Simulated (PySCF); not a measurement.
Ionisation energy of Ca+ by level of theory

Ca+ [Ar] 4s1 (2S) → Ca(2+) [Ar] (1S), as a difference of total energies. All numbers are calculated (PySCF 2.14, the spin-free X2C one-electron Hamiltonian (Gaussian nucleus), in x2c-SVPall). The calculations carry no spin-orbit coupling.

```tsv
method	ionisation energy (eV)
UHF	11.308
r2SCAN	11.664
BP86	11.974
```

For comparison: 11.872 eV (measured; NIST Atomic Spectra Database, ionization energies).
